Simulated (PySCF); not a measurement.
Compound: C4H7BF3N.
Atom-mapped SMILES: `[BH3-:1][N+:2]#[C:3][CH2:4][CH2:5][C:6]([F:7])([F:8])[F:9]`

Geometry (PBE0-D3(BJ)/def2-SVP, Å), atoms numbered from 1 in this order:
```
atom  x, y, z in Å
B1    -2.372   -2.191    1.494
N2    -1.579   -1.103    0.767
C3    -0.978   -0.289    0.219
C4    -0.189    0.717   -0.466
C5     1.312    0.519   -0.262
C6     2.107    1.543   -1.034
F7     1.780    2.785   -0.662
F8     3.411    1.384   -0.835
F9     1.875    1.446   -2.347
H10   -2.357   -1.882    2.677
H11   -1.777   -3.236    1.268
H12   -3.493   -2.169    1.007
H13   -0.437    0.678   -1.540
H14   -0.499    1.711   -0.102
H15    1.582    0.615    0.800
H16    1.629   -0.478   -0.600
```

The computed photoelectron lines, unassigned: B 1s: 194.06 eV; C 1s: 292.83 (area 1), 293.10 (area 1), 293.49 (area 1), 299.08 (area 1) eV; N 1s: 407.08 eV; F 1s: 694.71 eV.

Computed, not measured: delta-SCF UKS SCAN, pcX-2 on the ionised atom, pcseg-1 elsewhere, spin-free X2C in PySCF 2.14.0. The structure is a single PBE0-D3(BJ)/def2-SVP conformer in the gas phase; no vibrational or solvent corrections.

Problem. Assign the C 1s lines to atoms.

Solution. 292.83 eV: C5 (chain CH2 carbon); 293.10 eV: C3 (triply bonded carbon); 293.49 eV: C4 (chain CH2 carbon); 299.08 eV: C6 (CF3 carbon). The listed C 1s values span 6.25 eV, from C5 (bonded to 2 C and 2 H) to C6 (bonded to 3 F and C). The widest gap between neighbouring values is 5.59 eV, between 293.49 and 299.08 eV. Summing the Pauling electronegativity differences to the bonded atoms, each weighted by its formal bond order, gives -0.70 for the lowest site and +4.29 for the highest; no listed site has a larger sum than the highest.

Bonded neighbours of each site: B1: N and 3 H; N2: C (triple bond) and B; C3: N (triple bond) and C; C4: 2 C and 2 H; C5: 2 C and 2 H; C6: 3 F and C; F7/F8/F9: C.

Problem. Give the binding energy of C 1s of C4 in hartree and in kJ/mol.

Solution. 293.49 eV = 10.7856 Eh = 28317 kJ/mol.

One atom of each set of topologically equivalent atoms was ionised and stands for the set; in this conformer not all members are related by symmetry, and their own values weren't computed.

On Arm Neoverse V1, one thread, shared host, this took 81 s and 0.78 GiB of memory at its peak.
